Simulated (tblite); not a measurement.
Input of a run (GFN2-xTB geometry optimisation, gas phase (tblite 0.8.0)), started from a force field or distance geometry:
```
{"job": {"kind": "relax", "xc": "GFN2-xTB", "basis": "xTB"}, "charge": 0, "multiplicity": 1}
C      0.833500     1.350000     0.654800
N      0.326300    -0.003500     0.548300
Si     1.524900    -1.161000    -0.084900
Si     3.520600    -0.189700    -0.391900
C     -0.914500     0.030500    -0.123000
C     -2.020900     0.860400     0.514300
C     -2.971500    -0.150000    -0.081600
C     -1.823000    -1.140400     0.023600
H      1.211200     1.752600    -0.300300
H     -0.082400     1.973200     0.888300
H      1.502500     1.500400     1.510700
H      1.043300    -1.821100    -1.337000
H      1.742500    -2.293500     0.855900
H      4.158600    -0.056500     0.916200
H      3.245000     1.133300    -0.970500
H      4.285300    -1.059800    -1.305300
H     -0.802100     0.428400    -1.177200
H     -2.129800     1.888500     0.136200
H     -1.980300     0.732800     1.618200
H     -3.235700     0.146000    -1.108800
H     -3.868800    -0.368300     0.536000
H     -1.773500    -1.892600    -0.791300
H     -1.796200    -1.632500     1.025400
```

Output (eV, eV/Å):
```
step      E/eV     max force
  0    -672.17669    2.422
  1    -672.41282    0.751
  2    -672.49507    0.506
  3    -672.59075    0.576
  4    -672.63671    0.537
  5    -672.68648    0.417
  6    -672.71905    0.407
  7    -672.75444    0.410
  8    -672.78177    0.364
  9    -672.80521    0.381
 10    -672.82621    0.331
 11    -672.84612    0.355
 12    -672.86269    0.375
 13    -672.87332    0.240
 14    -672.87975    0.162
 15    -672.88543    0.192
 16    -672.89166    0.220
 17    -672.89893    0.253
 18    -672.90717    0.192
 19    -672.91581    0.194
 20    -672.92389    0.171
 21    -672.93093    0.194
 22    -672.93780    0.215
 23    -672.94586    0.212
 24    -672.95447    0.192
 25    -672.96131    0.188
 26    -672.96572    0.130
 27    -672.96927    0.125
 28    -672.97377    0.146
 29    -672.97959    0.218
 30    -672.98546    0.213
 31    -672.98964    0.138
 32    -672.99263    0.127
 33    -672.99608    0.136
 34    -673.00035    0.173
 35    -673.00442    0.160
 36    -673.00706    0.096
 37    -673.00826    0.133
 38    -673.00981    0.091
 39    -673.01143    0.073
 40    -673.01352    0.084
 41    -673.01491    0.083
 42    -673.01632    0.082
 43    -673.01760    0.081
 44    -673.01888    0.069
 45    -673.01988    0.060
 46    -673.02060    0.060
 47    -673.02119    0.044
 48    -673.02179    0.060
 49    -673.02245    0.069
 50    -673.02323    0.061
 51    -673.02417    0.063
 52    -673.02525    0.061
 53    -673.02628    0.067
 54    -673.02706    0.058
 55    -673.02771    0.058
 56    -673.02847    0.057
 57    -673.02951    0.073
 58    -673.03074    0.115
 59    -673.03225    0.085
 60    -673.03419    0.082
 61    -673.03566    0.080
 62    -673.03757    0.088
 63    -673.03945    0.083
 64    -673.04097    0.074
 65    -673.04233    0.072
 66    -673.04387    0.077
 67    -673.04555    0.088
 68    -673.04703    0.081
 69    -673.04816    0.066
 70    -673.04905    0.059
 71    -673.04991    0.065
 72    -673.05074    0.087
 73    -673.05164    0.098
 74    -673.05264    0.075
 75    -673.05442    0.083
 76    -673.05541    0.097
 77    -673.05780    0.115
 78    -673.06009    0.113
 79    -673.06299    0.095
 80    -673.06571    0.123
 81    -673.06789    0.128
 82    -673.06883    0.138
 83    -673.07104    0.094
 84    -673.07263    0.086
 85    -673.07435    0.079
 86    -673.07598    0.082
 87    -673.07746    0.083
 88    -673.07822    0.081
 89    -673.07901    0.046
 90    -673.07935    0.058
 91    -673.07988    0.040
 92    -673.08021    0.038
 93    -673.08076    0.035
 94    -673.08111    0.037
 95    -673.08151    0.040
 96    -673.08180    0.043
 97    -673.08215    0.036
 98    -673.08255    0.044
 99    -673.08299    0.043
100    -673.08339    0.042
101    -673.08378    0.040
102    -673.08421    0.062
103    -673.08471    0.059
104    -673.08523    0.047
105    -673.08550    0.039
106    -673.08576    0.034
107    -673.08600    0.029
108    -673.08628    0.032
109    -673.08653    0.028
110    -673.08672    0.026
111    -673.08687    0.027
112    -673.08702    0.036
113    -673.08723    0.034
114    -673.08747    0.025
115    -673.08770    0.029
116    -673.08788    0.033
117    -673.08807    0.031
118    -673.08834    0.040
119    -673.08876    0.049
120    -673.08928    0.047
121    -673.08970    0.036
122    -673.09001    0.035
123    -673.09026    0.034
124    -673.09052    0.029
125    -673.09088    0.033
126    -673.09131    0.043
127    -673.09180    0.055
128    -673.09259    0.066
129    -673.09353    0.053
130    -673.09440    0.037
131    -673.09498    0.034
132    -673.09539    0.049
133    -673.09572    0.045
134    -673.09607    0.057
135    -673.09662    0.052
136    -673.09722    0.050
137    -673.09761    0.035
138    -673.09799    0.032
139    -673.09829    0.038
140    -673.09858    0.035
141    -673.09887    0.030
142    -673.09911    0.026
143    -673.09933    0.034
144    -673.09955    0.040
145    -673.09983    0.040
146    -673.10020    0.032
147    -673.10045    0.046
148    -673.10066    0.039
149    -673.10092    0.038
150    -673.10121    0.049
151    -673.10158    0.052
152    -673.10201    0.053
153    -673.10244    0.043
154    -673.10278    0.031
155    -673.10301    0.029
156    -673.10319    0.028
157    -673.10338    0.027
158    -673.10356    0.034
159    -673.10375    0.035
160    -673.10395    0.035
161    -673.10415    0.026
162    -673.10427    0.019
163    -673.10436    0.017
164    -673.10446    0.022
165    -673.10458    0.025
166    -673.10472    0.022
167    -673.10485    0.021
168    -673.10495    0.020
169    -673.10504    0.020
170    -673.10513    0.024
171    -673.10524    0.020
172    -673.10535    0.023
173    -673.10544    0.016
174    -673.10550    0.014
175    -673.10555    0.015
176    -673.10560    0.014
177    -673.10564    0.012
178    -673.10567    0.011
179    -673.10569    0.009
```

Summarise the run.

The energy falls by 21.4 kcal/mol over 179 L-BFGS steps, the largest force on an atom goes from 2.42 to 0.009 eV/Å, and the atoms move by 0.993 Å rms after alignment. The bond that changes most is N2–Si3 (silicon-bound nitrogen to SiH2 silicon), which shortens by 0.060 Å. Bonds longer at the end by more than 0.005 Å: 7 of 23; shorter: 15. Among the angles that change most is C1–N2–Si3, from 113.4° to 122.8°. Among the dihedrals that turn most is H11–C1–N2–Si3, from -76° to 20°. The energy never rose by more than 1e-5 eV on the way. The first step brought 25 % of the lowering.

What are the final bond lengths?

C1–N2 1.444 Å, N2–Si3 1.723 Å, Si3–Si4 2.299 Å, N2–C5 1.436 Å, C5–C6 1.547 Å, C6–C7 1.534 Å, C7–C8 1.535 Å, C5–C8 1.535 Å, C1–H9 1.095 Å, C1–H10 1.096 Å, C1–H11 1.087 Å, Si3–H12 1.474 Å, Si3–H13 1.482 Å, Si4–H14 1.468 Å, Si4–H15 1.467 Å, Si4–H16 1.464 Å, C5–H17 1.099 Å, C6–H18 1.088 Å, C6–H19 1.088 Å, C7–H20 1.088 Å, C7–H21 1.088 Å, C8–H22 1.088 Å, C8–H23 1.085 Å. Numbering counts from 1 in the input's order; the species is `CN([SiH2][SiH3])C1CCC1`.

The run took 4.3 s of wall time on AMD EPYC, one thread (shared host).

Its GFN2-xTB frequencies are all real (lowest 27 cm⁻¹). One conformer, not necessarily the lowest. 3 starts were optimised and ended at 0.00, 0.07 and 0.75 kcal/mol (GFN2-xTB); the lowest of these is shown.

These are computed values.
